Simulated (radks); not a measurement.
Charge is removed step by step from the 2s1/2 level of Ca2+, starting from [Ar]. Method: Dirac Kohn-Sham, PBE, spin-unpolarised, spherical densities, finite nucleus; Fermi nuclear charge, rms radius 3.4776 fm; computed with a radial shooting solver on a logarithmic mesh with Libxc functionals.

| removed (e) | E - E(0) (eV) | eigenvalue (eV) | E minus straight line (eV) |
|---|---|---|---|
| 0 | 0.000 | -429.75 | 0.000 |
| 0.1 | 43.198 | -434.22 | -2.046 |
| 0.2 | 86.844 | -438.71 | -3.645 |
| 0.3 | 130.94 | -443.23 | -4.792 |
| 0.4 | 175.49 | -447.78 | -5.487 |
| 0.5 | 220.50 | -452.34 | -5.726 |
| 0.6 | 265.96 | -456.94 | -5.506 |
| 0.7 | 311.89 | -461.56 | -4.827 |
| 0.8 | 358.27 | -466.20 | -3.684 |
| 0.9 | 405.13 | -470.86 | -2.076 |
| 1 | 452.45 | -475.55 | 0.000 |

Removing the whole electron costs 452.45 eV by Delta-SCF, against 429.75 eV from minus the eigenvalue at the starting occupation. Slater's transition state (half an electron removed) gives 452.34 eV. Integrating minus the eigenvalue over the occupation (Janak's theorem) gives 452.45 eV. The mean slope of the eigenvalue, de/dn, is 45.8 eV per electron.
